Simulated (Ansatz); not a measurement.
Basis sets compared for the cluster B₇N₇ (the lowest singlet isomer of a short search). Charge 0, multiplicity 1. Geometry PBE-D4/def2-SVP. Ansatz on 4 threads of Intel Xeon Platinum 8488C on a shared host; times are rough, and most runs start from earlier orbitals.

```xyz
14

B    -1.4487   -2.0508   -1.2142
B     0.9828   -1.2194    2.3077
B     1.5990    1.1019    2.0005
B    -0.3735   -2.6226    0.8772
B    -1.4328    0.0652   -2.3908
B    -0.3381    2.1321   -1.7675
B     1.0114    2.5936    0.1871
N    -1.7553   -1.2092   -2.1958
N     1.5903    2.2512    1.3333
N     1.5726   -0.0714    2.6239
N     0.3716   -2.3411    1.9410
N     0.4104    2.8797   -0.9631
N    -1.1104   -2.8475   -0.2057
N    -1.0791    1.3382   -2.5335
```

The structure comes from a short search, and lower isomers may exist.

Binding counts from free atoms (B doublet, N quartet) in the same basis, without a counterpoise term.

```tsv
level	functions	energy (Eh)	HOMO (eV)	LUMO (eV)	binding per atom (eV)	wall time
PBE-D4/def2-SVP	196	-556.5608	-6.84	-1.88	6.27	1.6 s
PBE0-D4/def2-SVP	196	-556.5805	-8.08	-1.00	6.03	2.7 s
```

Problem. Estimate the rows for PBE-D4/def2-TZVP, PBE0-D4/def2-TZVP.

Solution. 
```tsv
level	functions	energy (Eh)	HOMO (eV)	LUMO (eV)	binding per atom (eV)	wall time
PBE-D4/def2-TZVP	434	-557.1549	-6.91	-1.91	6.14	6.5 s
PBE0-D4/def2-TZVP	434	-557.1745	-8.11	-1.00	5.91	12 s
```
